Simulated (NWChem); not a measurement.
Species: HTeSI; SMILES S[Te]I

```xyz
4

Te     0.6147    -0.9827     0.0040
I     -0.1219     1.6446     0.0054
S     -1.4878    -2.1194     0.0496
H     -1.6984    -2.1524    -1.2878
```
Atoms are numbered in this order, from 1.

Results from NWChem. Coordinates come from a PBE0/def2-SVP optimisation. Not confirmed as a minimum by frequencies. def2 effective core potentials on Te, I; no spin-orbit coupling. Ions are spin-unrestricted doublets at the neutral geometry; other ion states weren't tried.

For level CAM-B3LYP/def2-SVP:

- vertical ionisation energy, ΔSCF (eV) = 8.56
- −ε(HOMO) (eV) = 7.63

Question: Estimate the same quantities for level PBE/def2-SVP.

Answer: The vertical ionisation energy, ΔSCF (eV) is 8.15 and the −ε(HOMO) (eV) is 5.34.
